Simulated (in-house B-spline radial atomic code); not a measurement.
# Ionising Ge IV (Ge3+) with different functionals

Computed with an all-electron radial atomic-structure program (B-spline basis): scalar-relativistic (spin-free X2C) Hamiltonian, Fermi nucleus of rms radius 4.0742 fm, spin-polarised at highest spin, spherical fractional occupations for the functionals, and exact exchange of hybrids averaged over the configuration. The ionisation energy is the difference of two self-consistent energies, [Ar] 3d10 4s1 → [Ar] 3d10, without Breit or QED terms; ε is the level of the shell that loses the electron (its least bound occupied spin orbital). There is no spin-orbit coupling in this Hamiltonian.

```tsv
method	rung	ΔSCF (eV)	-ε(4s) (eV)
PBE0	global hybrid	46.29	42.20
B3LYP	global hybrid	46.79	42.26
TPSSh	global hybrid	46.14	41.44
BHandHLYP	global hybrid	46.22	43.35
r2SCAN0	global hybrid	46.08	42.52
B97-1	global hybrid	45.99	41.68
HSE06	range-separated hybrid	46.37	41.92
wB97X	range-separated hybrid	45.63	44.50
CAM-B3LYP	range-separated hybrid	46.76	43.95
LC-wPBE	range-separated hybrid	46.37	45.30
```

Question: Among the functionals, which spreads more, the ΔSCF values or the orbital energies?

Answer: The orbital energies: ΔSCF values span about 1.15 eV and the orbital energies 3.85 eV.

Question: How do they compare with the NIST value?

Answer: NIST lists 45.715 eV ± 0.0012 (measured, ground level to ground level). Errors run from -0.08 to +1.07 eV; wB97X is closest (-0.08 eV), but part of that can be cancellation, since the calculations leave out Breit-QED terms.
